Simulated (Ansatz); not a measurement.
Frontier orbitals of ClFMoS2 (`[F][Mo](=[S])(=[S])[Cl]`).

Cartesian coordinates in Å:
```
F 0.096 -1.721 -0.845
Mo -0.001 -0.079 -0.040
S -0.710 1.329 -1.404
S -1.350 -0.155 1.548
Cl 1.965 0.626 0.741
```

Charge 0, multiplicity 1. Correlated methods include outer-core shells of Mo, which these sets cover unevenly. Mo takes the def2 core potential. Geometry: relaxed with PBE0-D4/def2-TZVP. Basis def2-TZVPP, Ansatz 0.2.0.

```
functional  HOMO (eV)  LUMO (eV)
     BHLYP      -8.77      -2.99
```

Problem. Give HOMO and LUMO (eV) with LDA (SPW92), PBE, revPBE, BLYP, r2SCAN, B97M-V, PBE0, B3LYP, r2SCANh, r2SCAN0, HSE06 (plane-wave form), CAM-B3LYP, LC-ωPBE, ωB97X-V, ωB97M-V, HF. (Estimate.)

Solution. Ansatz gave: 
| functional | HOMO | LUMO |
| --- | --- | --- |
| LDA (SPW92) | -6.85 | -4.65 |
| PBE | -6.70 | -4.46 |
| revPBE | -6.65 | -4.39 |
| BLYP | -6.51 | -4.31 |
| r2SCAN | -6.99 | -4.51 |
| B97M-V | -7.04 | -4.48 |
| PBE0 | -7.82 | -3.83 |
| B3LYP | -7.58 | -3.98 |
| r2SCANh | -7.39 | -4.25 |
| r2SCAN0 | -8.00 | -3.85 |
| HSE06 (plane-wave form) | -7.43 | -4.20 |
| CAM-B3LYP | -8.99 | -2.80 |
| LC-ωPBE | -10.27 | -1.82 |
| ωB97X-V | -9.94 | -1.84 |
| ωB97M-V | -9.76 | -1.80 |
| HF | -10.26 | -0.70 |

B3LYP here is the variant with VWN-RPA as its local correlation; programs differ in this. LC-ωPBE has ω = 0.4 bohr⁻¹.
